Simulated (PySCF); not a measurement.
## Tl: excitation energy

Tl [Xe] 4f14 5d10 6s2 6p1 (2P) → Tl [Xe] 4f14 5d10 6s2 7s1 (2S), as a difference of total energies. All numbers are calculated (PySCF 2.14, scalar relativity through the core potential, in aug-cc-pVTZ-PP with one added diffuse shell each of d, f type with ECP60MDF (6s5p5d3f, 67 functions)). Correlated levels: valence: 5s2 5p6 5d10 frozen. The calculations carry no spin-orbit coupling.

| method | excitation energy (eV) |
| --- | --- |
| UHF | 2.433 |
| MP2 (valence) | 2.488 |
| SCS-MP2 (valence) | 2.488 |
| CCSD (valence) | 2.512 |
| CCSD(T) (valence) | 2.514 |

Q: How much does correlation contribute at CCSD(T) (valence)?

A: 2.514 − (2.433) = 0.081 eV, measured against UHF.

Errors of the correlated levels include the incompleteness of this basis and the frozen core.

For comparison: 2.639 eV (measured; NIST levels, between the centres of gravity of the two terms).
